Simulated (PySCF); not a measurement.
# CaZn at ωB97X

Level: ωB97X. basis Ca x2c-SVPall, Zn x2c-SVPall; spin-free X2C with a Gaussian nucleus; PySCF 2.14.

For CaZn, the state is ¹Σ⁺ (singlet), closed shell. The bond length is 4.059 Å. The harmonic wavenumber is 41.3 cm⁻¹, the force constant is 0.0247 mdyn/Å and the rotational constant Be is 0.04161 cm⁻¹. The anharmonicity ωexe is 0.606 cm⁻¹. The vibration–rotation constant αe is 0.000745 cm⁻¹ and the well depth De to Ca + Zn is 0.08 eV. The dissociation energy D0 is 0.08 eV. The HOMO–LUMO gap is 6.76 eV. The bond order (Mayer) is 0.07. The dipole moment (positive dipole means Ca(−)Zn(+)) is 0.22 D.

Closed-shell solutions of metal pairs were not tested for spin polarisation, which can lower them a little. The bond is weak. Basis-set superposition, not corrected here, can be much of De in a small basis, most of all at correlated wavefunction levels. Functionals without a dispersion term scatter widely for such bonds, and LDA overbinds them.
